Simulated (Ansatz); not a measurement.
`BC1=CC1F` + `[CH3][AlH][OH]` → `B[CH2][AlH][OH]` + `FC1C=C1` at 400 K and 1 bar (formal exchange of groups at a B–C bond).

Gas-phase electronic energies from Ansatz, PBE0-D4/def2-TZVP geometries. CBS: MP2 limit from def2 TZ/QZ plus the TZ coupled-cluster correction, frozen cores. One conformer a species, not always the lowest.

```
          species  CCSD(T)/CBS energy (Eh)  H − E (kJ/mol)  S (J/(mol·K))
       `BC1=CC1F`               -241.03882           183.7          335.6
 `[CH3][AlH][OH]`               -358.31021           173.0          332.2
`B[CH2][AlH][OH]`               -383.69719           209.9          368.6
        `FC1C=C1`               -215.65206           148.1          287.0
```

H − E and S are ideal-gas, rigid-rotor, harmonic terms from PBE0-D4/def2-TZVP, for one conformer and one mirror image of each species. 1 Eh = 2625.50 kJ/mol, R = 8.31446 J/(mol·K).

By hand: ΔE, ΔH, ΔS and ΔG.

ΔE = (-383.69719) + (-215.65206) − (-241.03882) − (-358.31021) = -0.00022 Eh = -0.6 kJ/mol. Δ(H − E) = 209.9 + 148.1 − 183.7 − 173.0 = 1.3, so ΔH = 0.7 kJ/mol. ΔS = 368.6 + 287.0 − 335.6 − 332.2 = -12.2 J/(mol·K). ΔG = 0.7 − 400 × (-12.2)/1000 = 5.6 kJ/mol.

By hand: the equilibrium constant, and the temperature at which ΔG would vanish if ΔH and ΔS stayed fixed.

log₁₀ K = −ΔG/(RT ln 10) = -0.7. ΔH and −TΔS have one sign here, so there is no such temperature.

TΔS isn't small against ΔH here. The sign of ΔG lies within the doubt. A doubt of 5 kJ/mol in ΔE shifts log₁₀ K by 0.7 here. Other conformers and mirror images would add mixing entropy, several J/(mol·K) or more a flexible species. Modes under 60 cm⁻¹, often nearly free rotors, make the harmonic entropy too high. These are equilibria of isolated gas molecules and say nothing of rates. Largest T1 diagnostic: 0.013 (customary marks: 0.02 for closed shells, 0.045 for open ones).

ΔS is within the doubt of such terms, so its sign, and with it that verdict, could turn.
